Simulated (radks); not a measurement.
Question: Species: Pb+. Configuration: [Hg] 6p0.75 6d0.25 (fractional occupations, a model configuration). Calculated with a radial shooting solver on a logarithmic mesh with Libxc functionals: scalar-relativistic Kohn-Sham, r2SCAN, spin-unpolarised, spherical densities, finite nucleus; meta-GGA in the generalised Kohn-Sham scheme; Fermi nuclear charge, rms radius 5.5012 fm. Some entries of the table are withheld. Estimate them.

orbital  occ.  eigenvalue (hartree)  r(max) (bohr)
1s          2             -3240.966       0.009845
2s          2             -581.0778        0.05714
2p          6             -498.5211            (1)
3s          2             -140.1733         0.1610
3p          6             -116.3986         0.1612
3d         10             -92.06080         0.1315
4s          2             -32.24525         0.3623
4p          6             -24.42061         0.3821
4d         10             -15.30565         0.3883
5s          2              -5.72050         0.7901
4f         14              -5.26155         0.3508
5p          6              -3.55777         0.8821
5d         10              -1.12197          1.070
6s          2              -0.74775          1.942
6p       0.75              -0.38108          2.480
7s          0                   (2)          5.520
6d       0.25              -0.11310          5.359

Answer: 
(1) 2p r(max) (bohr): 0.04761
(2) 7s eigenvalue (hartree): -0.16934
